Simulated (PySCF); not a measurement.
A calculated (M06-2X, PySCF 2.14, pcseg-2, the non-relativistic Hamiltonian (point nucleus)) atom or ion has these occupied shells.

```csv
shell,electrons,orbital energy (eV),"rms radius, mean of both spins (bohr)"
1s,2,-326.63,0.313
2s,2,-43.712,1.48
```

Q: Name the element and its charge.

A: C²⁺ (carbon, charge +2), in [He] 2s2, closed-shell 1S.
